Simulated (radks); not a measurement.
The numbers below are computed, except where a source is named.
Q: The table gives one normalised radial function P(r) = r R(r) (large component) of Ta5+ in [Xe] 4f14 (r in bohr). Level of theory: Dirac Kohn-Sham, PBE, spin-unpolarised, spherical densities, finite nucleus; Fermi nuclear charge, rms radius 5.3507 fm (a radial shooting solver on a logarithmic mesh with Libxc functionals).

r           P
0.003129   0.1362
0.003613   0.1473
0.00414    0.1575
0.004743   0.1670
0.005434   0.1754
0.006275   0.1824
0.00719    0.1864
0.008237   0.1871
0.009437   0.1834
0.01081    0.1744
0.01249    0.1578
0.01431    0.1344
0.01639    0.1027
0.01878    0.0623
0.02169    0.0104
0.02484   -0.0459
0.02846   -0.1069
0.03261   -0.1683
0.03736   -0.2246
0.04315   -0.2704
0.04943   -0.2922
0.05664   -0.2845
0.06489   -0.2410
0.07494   -0.1530
0.08585   -0.0343
0.09836    0.1066
0.1127     0.2485
0.1291     0.3633
0.1491     0.4211
0.1708     0.3890
0.1957     0.2621
0.2242     0.0532
0.259     -0.2140
0.2967    -0.4474
0.3399    -0.5947
0.3894    -0.6031
0.4461    -0.4515
0.5152    -0.1399
0.5903     0.2368
0.6763     0.6151
0.7748     0.9211
0.8948     1.1092
1.025      1.1394
1.175      1.0417
1.346      0.8559
1.542      0.6331
1.78       0.4087
2.04       0.2402
2.337      0.1246
2.677      0.0561
3.092      0.0202
3.543      0.0064
4.059      0.0016

Which n and l does it have? It may be an empty orbital.

A: n = 5, l = 0: the number of nodes gives n - l - 1 = 4, the rise at small r points to l (this Dirac orbital starts outside the nucleus as r^gamma with gamma = sqrt((l + 1)^2 - (Z/c)^2) = 0.85; the j = 1/2 orbital of l + 1 starts with the same power, but with a smaller coefficient, and then steepens), and the extent must fit the shell. The curve is that of 5s1/2. 5s1/2: eigenvalue -129.61 eV, 4 radial nodes at r = 0.0223, 0.0889, 0.231, 0.543 bohr, <r> = 1.08 bohr, 90 % of the charge inside 1.55 bohr.
